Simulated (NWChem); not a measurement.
Molecule: CH$_{4}$F$_{2}$SSi; SMILES CS[SiH](F)F

```xyz
9

Si     0.0612    -0.7613     0.3100
F      1.4487    -1.0934    -0.4459
F     -0.9935    -1.9176    -0.0635
S     -0.7447     1.0591    -0.3787
C      0.6541     2.1416     0.0865
H      0.3539    -0.8069     1.7590
H      0.3720     3.1558    -0.2242
H      0.8222     2.1425     1.1728
H      1.5724     1.8497    -0.4400
```
Atoms are numbered in this order, from 1.

Level: PBE0/def2-SVP (NWChem), optimised geometry, unscaled harmonic frequencies. 

```
frequency (cm⁻¹)  IR intensity (km/mol)
----------------  ---------------------
35                                  1.4
106                                 0.1
126                                 1.6
247                                 4.1
259                                10.2
345                                29.7
558                                60.0
722                                 7.0
806                                92.4
843                                33.1
886                               278.3
966                                 9.8
977                                66.8
983                               111.3
1336                                3.3
1450                               10.9
1455                               11.9
2311                              102.5
3074                               12.1
3188                                1.1
3201                                0.2
```

```json
{
 "zero_point_energy": "34.1 kcal/mol",
 "thermal correction to the enthalpy at 298.15 K (with zero-point energy)": "39.1 kcal/mol",
 "heat capacity Cv": "22.1 cal/(mol K)",
 "entropy at 298.15 K and 1 atm (symmetry number 1)": "85.5 cal/(mol K)",
 "dipole_moment": "2.68 D"
}
```

Rigid rotor and harmonic oscillator; modes under 100 cm⁻¹ make the entropy uncertain.
